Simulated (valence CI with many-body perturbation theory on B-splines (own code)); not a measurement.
Forbidden lines of Sm¹¹⁺

Level of theory: configuration interaction combined with many-body perturbation theory (CI+MBPT): five valence electrons over a frozen Dirac-Fock core [Kr] 4d10, a basis of 7 s, 7 p, 7 d, 7 f, 4 g, 2 h functions for each j, with the one-electron correlation potential Σ1 (screened to all orders), the two-electron term Σ2, the three-electron term Σ3, Breit, model QED; selected single and double excitations, second order for the rest (own B-spline code, finite nucleus).

No measured spectrum was set against this ion. As an estimate, terms of the open shell hold to a few per cent of their energy, and close levels can change places. Core correlation moves these levels by up to 41000 cm⁻¹, and in measured spectra 5 to 20 % of such shifts remained as error; rates that hang on mixing are uncertain with them. Among the levels kept, up to 960 cm⁻¹ of a level comes from second order outside the variational space, and about a tenth of that is noise between levels of different J, which matters for small intervals. Only levels of the ground parity were solved; by the run's estimate the other parity begins above the list, which can be wrong where configurations are misplaced.

Lines 1 to 50 of 120 in falling wavelength, among levels below 72325 cm⁻¹, chosen from the decays that carry over 1 % of a level's rate. Wavelengths and rates use the calculated energies, so an error of 2000 cm⁻¹ moves a line at 63810 Å by 130 % and its rate by three times that or more. S is in atomic units (e²a₀⁴ for E2 and M2, e²a₀⁶ for E3), for M1 in squared Bohr magnetons. Weak lines are less certain than strong ones. Lines between different terms over intervals too small for the method are left out, as are lines whose strength nearly cancels. Where a level lies close to another of its J and parity, the split of strength between their lines is uncertain. Intervals below about 2000 cm⁻¹, as at the head of this list, are uncertain by tens of per cent.

Names give the largest LS component (configuration and term), which can be under half, so a name can repeat, a term be missing and a line seem to break the LS rules; names also repeat where a configuration has a term twice. Letters in brackets count levels of one name in rising energy.

| λ vac (Å) | Upper | Lower | Type | A (s⁻¹) | S (a.u.) |
| --- | --- | --- | --- | --- | --- |
| 83650 | 4f3.5s2 4D°_1/2 | 4f3.5s2 4D°_3/2 | M1 | 1.04e-01 | 4.53e+00 |
| 64740 | 4f3.5s2 4F°_7/2 | 4f3.5s2 4F°_5/2 | M1 | 1.39e-01 | 1.12e+01 |
| 63810 | 4f3.5s2 4S°_3/2 | 4f3.5s2 4F°_5/2 | M1 | 2.24e-03 | 8.63e-02 |
| 54600 | 4f3.5s2 4F°_5/2 | 4f3.5s2 4F°_3/2 | M1 | 2.48e-01 | 9.00e+00 |
| 48450 | 4f3.5s2 4F°_9/2 | 4f3.5s2 4F°_7/2 | M1 | 1.78e-01 | 7.52e+00 |
| 45560 | 4f3.5s2 4F°_7/2 | 4f3.5s2 2H°_9/2 [a] | M1 | 5.85e-02 | 1.64e+00 |
| 42570 | 4f3.5s2 2I°_13/2 | 4f3.5s2 2I°_11/2 | M1 | 1.33e-01 | 5.31e+00 |
| 32780 | 4f3.5s2 4G°_7/2 | 4f3.5s2 4G°_5/2 | M1 | 8.41e-01 | 8.79e+00 |
| 31010 | 4f3.5s2 4I°_11/2 | 4f3.5s2 4I°_9/2 | M1 | 1.40e+00 | 1.86e+01 |
| 30790 | 4f3.5s2 2G°_9/2 | 4f3.5s2 4G°_7/2 | M1 | 7.35e-01 | 7.96e+00 |
| 30560 | 4f3.5s2 2P°_1/2 | 4f3.5s2 2D°_3/2 [a] | M1 | 2.92e-01 | 6.19e-01 |
| 29790 | 4f3.5s2 4I°_13/2 | 4f3.5s2 4I°_11/2 | M1 | 1.82e+00 | 2.50e+01 |
| 29650 | 4f3.5s2 2K°_15/2 | 4f3.5s2 2K°_13/2 | M1 | 4.56e-01 | 7.04e+00 |
| 29420 | 4f3.5s2 4S°_3/2 | 4f3.5s2 4F°_3/2 | M1 | 6.27e-02 | 2.37e-01 |
| 29300 | 4f3.5s2 4G°_11/2 | 4f3.5s2 4G°_9/2 | M1 | 8.33e-01 | 9.31e+00 |
| 29200 | 4f3.5s2 4I°_15/2 | 4f3.5s2 4I°_13/2 | M1 | 1.29e+00 | 1.91e+01 |
| 29150 | 4f3.5s2 2G°_7/2 | 4f3.5s2 4F°_9/2 | M1 | 3.47e-02 | 2.55e-01 |
| 26110 | 4f3.5s2 4D°_7/2 | 4f3.5s2 4D°_5/2 | M1 | 9.97e-01 | 5.26e+00 |
| 24760 | 4f3.5s2 4G°_9/2 | 4f3.5s2 2G°_7/2 | M1 | 1.41e+00 | 7.92e+00 |
| 23750 | 4f3.5s2 2P°_3/2 | 4f3.5s2 2D°_5/2 [a] | M1 | 5.19e-01 | 1.03e+00 |
| 23650 | 4f3.5s2 2D°_5/2 [a] | 4f3.5s2 2D°_3/2 [a] | M1 | 4.48e-01 | 1.32e+00 |
| 23480 | 4f3.5s2 4F°_9/2 | 4f3.5s2 2H°_9/2 [a] | M1 | 9.76e-01 | 4.68e+00 |
| 19350 | 4f3.5s2 2P°_3/2 | 4f3.5s2 2P°_1/2 | M1 | 6.77e-01 | 7.27e-01 |
| 18200 | 4f3.5s2 2G°_7/2 | 4f3.5s2 4F°_7/2 | M1 | 6.13e-01 | 1.10e+00 |
| 17870 | 4f3.5s2 2H°_11/2 [a] | 4f3.5s2 2H°_9/2 [a] | M1 | 1.61e+00 | 4.08e+00 |
| 17650 | 4f3.5s2 4G°_5/2 | 4f3.5s2 4F°_7/2 | M1 | 6.48e-02 | 7.93e-02 |
| 14200 | 4f3.5s2 2G°_7/2 | 4f3.5s2 4F°_5/2 | M1 | 1.35e+00 | 1.15e+00 |
| 13980 | 4f3.5s2 4D°_3/2 | 4f3.5s2 2D°_5/2 [a] | M1 | 1.68e-01 | 6.82e-02 |
| 13870 | 4f3.5s2 4G°_5/2 | 4f3.5s2 4F°_5/2 | M1 | 1.21e-02 | 7.20e-03 |
| 13390 | 4f3.5s2 4G°_9/2 | 4f3.5s2 4F°_9/2 | M1 | 1.46e+00 | 1.29e+00 |
| 13000 | 4f3.5s2 2G°_7/2 | 4f3.5s2 2H°_9/2 [a] | M1 | 9.79e-01 | 6.39e-01 |
| 12340 | 4f3.5s2 4D°_3/2 | 4f3.5s2 2P°_1/2 | M1 | 7.19e-01 | 2.00e-01 |
| 11850 | 4f3.5s2 2P°_3/2 | 4f3.5s2 2D°_3/2 [a] | M1 | 5.28e+00 | 1.30e+00 |
| 11680 | 4f3.5s2 2G°_9/2 | 4f3.5s2 2H°_11/2 [a] | M1 | 1.46e+00 | 8.61e-01 |
| 11470 | 4f3.5s2 4G°_7/2 | 4f3.5s2 4F°_7/2 | M1 | 6.80e-01 | 3.05e-01 |
| 11060 | 4f3.5s2 4G°_5/2 | 4f3.5s2 4F°_3/2 | M1 | 2.86e-02 | 8.60e-03 |
| 10750 | 4f3.5s2 4D°_1/2 | 4f3.5s2 2P°_1/2 | M1 | 4.74e-01 | 4.37e-02 |
| 10490 | 4f3.5s2 4G°_9/2 | 4f3.5s2 4F°_7/2 | M1 | 1.18e-01 | 5.06e-02 |
| 10480 | 4f3.5s2 4G°_11/2 | 4f3.5s2 2H°_11/2 [a] | M1 | 1.45e+00 | 7.44e-01 |
| 10100 | 4f3.5s2 2G°_9/2 | 4f3.5s2 4F°_9/2 | M1 | 3.79e+00 | 1.45e+00 |
| 9826 | 4f3.5s2 2D°_5/2 [a] | 4f3.5s2 2G°_7/2 | M1 | 1.87e-01 | 3.95e-02 |
| 9746 | 4f3.5s2 4G°_7/2 | 4f3.5s2 4F°_5/2 | M1 | 6.33e-01 | 1.74e-01 |
| 9613 | 4f3.5s2 2I°_11/2 | 4f3.5s2 4G°_11/2 | M1 | 3.58e-01 | 1.41e-01 |
| 9188 | 4f3.5s2 4G°_11/2 | 4f3.5s2 4F°_9/2 | M1 | 8.55e-02 | 2.95e-02 |
| 9166 | 4f3.5s2 4G°_7/2 | 4f3.5s2 2H°_9/2 [a] | M1 | 7.69e-02 | 1.76e-02 |
| 8756 | 4f3.5s2 2D°_3/2 [a] | 4f3.5s2 4S°_3/2 | M1 | 5.17e+00 | 5.15e-01 |
| 8685 | 4f3.5s2 4D°_5/2 | 4f3.5s2 2D°_3/2 [a] | M1 | 1.59e+00 | 2.32e-01 |
| 8526 | 4f3.5s2 4G°_9/2 | 4f3.5s2 2H°_9/2 [a] | M1 | 1.83e+00 | 4.20e-01 |
| 8359 | 4f3.5s2 2G°_9/2 | 4f3.5s2 4F°_7/2 | M1 | 1.20e+00 | 2.59e-01 |
| 7953 | 4f3.5s2 4D°_1/2 | 4f3.5s2 2D°_3/2 [a] | M1 | 4.62e-01 | 1.72e-02 |
